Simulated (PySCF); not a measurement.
Input of a run (PBE0-D3(BJ)/def2-SVP geometry optimisation, gas phase (PySCF 2.14.0)), started from GFN2-xTB:
```
{"job": {"xc": "PBE0", "basis": "def2-SVP", "d3": "d3bj", "grid": 1, "kind": "geom"}, "charge": 0, "multiplicity": 1}
C     -1.598329    -1.110168     0.523627
Si    -1.005714     0.515444    -0.249428
N     -0.555045     1.562528     1.040852
Se     0.914320     0.239369    -1.512747
Si     2.427172    -0.416018     0.050361
H     -2.596745    -0.997841     0.932180
H     -1.631640    -1.901039    -0.218401
H     -0.941267    -1.429101     1.326640
H     -1.956414     1.020126    -1.245367
H     -1.222926     1.762621     1.767384
H     -0.016970     2.387361     0.825552
H      3.615434    -0.748436    -0.721265
H      1.901829    -1.574706     0.765439
H      2.665616     0.689387     0.973030
```

Output (energies in Eh, forces in Eh/bohr):
```
step   0  E = -3077.71533422  max force = 0.018004
step   1  E = -3077.71864794  max force = 0.015794
step   2  E = -3077.71993339  max force = 0.004424
step   3  E = -3077.72045268  max force = 0.002150
step   4  E = -3077.72091151  max force = 0.007266
step   5  E = -3077.72116108  max force = 0.004367
step   6  E = -3077.72134680  max force = 0.000604
step   7  E = -3077.72137184  max force = 0.001257
step   8  E = -3077.72144016  max force = 0.001876
step   9  E = -3077.72147752  max force = 0.000842
step  10  E = -3077.72148560  max force = 0.000586
step  11  E = -3077.72148683  max force = 0.000830
step  12  E = -3077.72148843  max force = 0.000966
step  13  E = -3077.72149360  max force = 0.000556
step  14  E = -3077.72149940  max force = 0.000127
optimisation converged
```

Q: Summarise the run.

A: The energy falls by 16.2 kJ/mol over 15 energy and gradient evaluations, the largest force component goes from 0.0180 to 1.3e-04 Eh/bohr, and the atoms move by 0.361 Å rms after alignment. The bond that changes most is Si5–H12 (SiH3 silicon to Si–H hydrogen), which lengthens by 0.039 Å. Bonds longer at the end by more than 0.005 Å: 11 of 13; shorter: 2. Among the angles that change most is Si2–Se4–Si5, from 102.2° to 93.3°. Among the dihedrals that turn most is C1–Si2–N3–H10, from -55° to -27°. The energy never rose by more than 1e-6 Eh on the way. The first step brought 54 % of the lowering.

Q: What are the final bond lengths?

A: C1–Si2 1.869 Å, Si2–N3 1.729 Å, Si2–Se4 2.296 Å, Se4–Si5 2.284 Å, C1–H6 1.102 Å, C1–H7 1.100 Å, C1–H8 1.100 Å, Si2–H9 1.497 Å, N3–H10 1.014 Å, N3–H11 1.013 Å, Si5–H12 1.494 Å, Si5–H13 1.493 Å, Si5–H14 1.492 Å. Numbering counts from 1 in the input's order; the species is `C[Si@@H](N)[Se][SiH3]`.

The run used 141 basis functions and 90 SCF cycles in all. Rough CPU time on one thread of a shared machine: about 4 min.

Whether it is a minimum is left open (no frequencies). The numbers are those of one conformer.
